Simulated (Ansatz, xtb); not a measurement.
Two isomers of C3H8OSSi

Structure a: `C[Si@@H](S)CC=O`, a singlet. Structure b: `C[Si](C)(S)C=O`, a singlet. Both are isolated molecules in the gas phase, relaxed with r2SCAN-D4/def2-SVP; each stands in its lowest conformer found.

Quicker runs give these differences E(b) − E(a): GFN2-xTB +17.76 kcal/mol; HF/STO-3G −5.89 kcal/mol (at GFN2-xTB geometries); r2SCAN-D4/def2-SVP//GFN2-xTB +2.57 kcal/mol.

Estimate E(b) − E(a) at the level CCSD(T)/def2-SVP + ΔMP2/def2-TZVPP.

Calculated at CCSD(T)/def2-SVP + ΔMP2/def2-TZVPP: E(b) − E(a) = +1.28 kcal/mol, so structure a lies lower.

Level by level:

| level | geometry | E(b) − E(a) (kcal/mol) | departure from the last row (kcal/mol) | job, with rough time for the two |
| --- | --- | --- | --- | --- |
| GFN2-xTB | GFN2-xTB | +17.76 | +16.48 | optimisation, 0.2 s |
| HF/STO-3G | GFN2-xTB | −5.89 | −7.17 | single point, 0.38 s |
| r2SCAN-D4/def2-SVP//GFN2-xTB | GFN2-xTB | +2.57 | +1.28 | single point, 2.8 s |
| r2SCAN-D4/def2-SVP | r2SCAN-D4/def2-SVP | +2.61 | +1.33 | optimisation, 59 s |
| HF/def2-SVP | r2SCAN-D4/def2-SVP | +3.36 | +2.07 | part of the CCSD(T) run |
| MP2/def2-SVP | r2SCAN-D4/def2-SVP | +3.30 | +2.02 | part of the CCSD(T) run |
| CCSD(T)/def2-SVP | r2SCAN-D4/def2-SVP | +2.97 | +1.69 | single point |
| CCSD(T)/def2-SVP + ΔMP2/def2-TZVPP | r2SCAN-D4/def2-SVP | +1.28 |  | single point, 34 s |

As drawn, b has 1 C–Si, 1 C–H in place of 1 C–C, 1 Si–H.

HF/STO-3G puts the two in the other order. The largest departure from CCSD(T)/def2-SVP + ΔMP2/def2-TZVPP is that of GFN2-xTB, 16.48 kcal/mol. The last row adds to CCSD(T) the change of the MP2 difference between the two basis sets, here −1.69 kcal/mol.

With thermal terms from frequencies at re-optimised GFN2-xTB minima (ideal gas, soft modes damped towards free rotors, one conformer each, 298.15 K, 1 atm): the zero-point term adds +0.30 kcal/mol; ΔH is +2.15 and ΔG +0.85 kcal/mol.

The correlated steps freeze 14 core orbitals. Mirror images aren't counted in ΔG. Codes used: Ansatz 0.2.0, xtb 6.7.1; the last row on 2 threads of Intel(R) Xeon(R) 6975P-C (Granite Rapids) on a shared host.
